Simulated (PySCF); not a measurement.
Be(Me) (CH3Be), SMILES [Be+][CH3], charge +1. Geometry optimised at B3LYP-D3(BJ)/def2-TZVPD. The multiplicity is an assumed one; other spin states were not compared. The isomer is the one that the SMILES or the coordinates give; other isomers of the formula were not compared.

Computed with B3LYP-D3(BJ)/def2-TZVPD in PySCF.

Harmonic wavenumbers (cm⁻¹): 680, 680, 881, 1180, 1395, 1395, 3011, 3100, 3100. Rotational constants (GHz): 156.7, 27.00, 27.00; symmetry number 3.

Problem. Work out the zero-point energy and the ideal-gas rigid-rotor harmonic-oscillator thermochemistry at 298.15 K and 1 atm.

Solution. ZPE = ½ Σ hcν = ½ × 15422 cm⁻¹ = 22.05 kcal/mol. H − E(el) = 24.63 kcal/mol. Entropy in cal/(mol K): translation 35.47, rotation 16.40, vibration 0.89, total 52.76. G − E(el) = 8.89 kcal/mol. Cp = 10.64 cal/(mol K).
